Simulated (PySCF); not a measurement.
C₃H₇NSi, SMILES C=C=CN[SiH3]. Geometry optimised at B3LYP-D3(BJ)/def2-SVP. The structure was generated by enumeration, and PubChem lists no compound with its InChIKey, so it may never have been made. The values are those of a single conformer.

Computed equilibrium geometry at B3LYP-D3(BJ)/def2-SVP (PySCF confirms it by a frequency run) as bond lengths and angles, and its point group (one conformer of several):
point group Cs.
Atoms: C1 C2 C3 N4 Si5 H6 H7 H8 H9 H10 H11 H12. Bonds (Å): C1–C2 1.311, C1–H6 1.099, C1–H7 1.099, C2–C3 1.320, C3–N4 1.399, C3–H8 1.097, N4–Si5 1.750, N4–H9 1.012, Si5–H10 1.491, Si5–H11 1.490, Si5–H12 1.491. Bond angles (°): C2–C1–H6 122.0, C2–C1–H7 122.0, H6–C1–H7 116.1, C1–C2–C3 179.8, C2–C3–N4 126.1, C2–C3–H8 118.7, N4–C3–H8 115.3, C3–N4–Si5 125.3, C3–N4–H9 114.9, Si5–N4–H9 119.8, N4–Si5–H10 111.8, N4–Si5–H11 105.1, N4–Si5–H12 111.8, H10–Si5–H11 110.1, H10–Si5–H12 108.1, H11–Si5–H12 110.1.
